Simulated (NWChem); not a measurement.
BSiH₅; SMILES B[SiH3]

```xyz
7

B     -0.0013     1.4131     0.0113
H      1.0216     2.0407     0.1548
H     -1.0128     2.0374    -0.2080
Si    -0.0024    -0.6010     0.0391
H      0.2646    -1.0195    -1.3806
H     -1.3134    -1.1980     0.4450
H      1.0763    -1.1919     0.8920
```
Atoms are numbered in this order, from 1.

Computed with NWChem. Coordinates come from a PBE0/def2-SVP optimisation. B3LYP is NWChem's, with the RPA form of VWN correlation. GIAO values for the isolated, static molecule; σ is the absolute isotropic shielding, δ = σ(reference) − σ with the isolated reference molecule computed at the same levels (11B: boron trifluoride, 1H: tetramethylsilane, 29Si: tetramethylsilane).

For level B3LYP/IGLO-III:

δ B1 (ppm): 114.3
δ H2 (ppm): 10.38
δ Si4 (ppm): -107.1
δ H5 (rotor mean) (ppm): 3.87

Q: Estimate the same quantities for level BHandHLYP/pcSseg-1.

A: The δ B1 (ppm) comes out as 106.2 and the δ H2 (ppm) is 10.08. The δ Si4 (ppm) is -97.4 and the δ H5 (rotor mean) (ppm) comes out as 3.60.
